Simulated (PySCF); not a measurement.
**Au (gold, neutral) across methods**

[Xe] 4f14 5d9 6s1 6p1, one real determinant (an excited configuration). Computed with PySCF 2.14 in x2c-TZVPPall with one added diffuse shell each of s, p, d, f type (12s8p8d4f1g, 113 functions), with scalar relativity by spin-free X2C-1e. The B2PLYP total includes its PT2 part (frozen core); its orbital energies are those of the SCF part.

```
 method   E (hartree)  mean ε 5d β (eV)  mean ε 6s α (eV)  mean ε 6p α (eV)  Σ⟨r²⟩ (bohr²)   ⟨S²⟩
 r2SCAN     -19014.36           -10.435            -8.856            -2.849          69.75  3.754
  M06-L     -19013.67           -10.381            -8.285            -2.434          70.88  3.751
 B2PLYP     -19012.98           -13.510           -10.187            -3.938          70.75  3.752
    PBE     -19014.33           -10.239            -8.506            -2.664          71.08  3.751
   PBE0     -19014.09           -11.925            -9.437            -3.384          70.38  3.752
r2SCANh     -19014.27           -11.098            -9.210            -3.120          69.65  3.753
    LDA     -19002.65           -10.459            -8.745            -2.729          70.64  3.751
    UHF  -19008.60911           -16.177           -11.578            -5.255          70.71  3.754
```

⟨L²⟩ = 8.02 against 12 for a pure F term, so this real determinant mixes terms. Spin-orbit coupling, absent here, splits the open shell strongly.
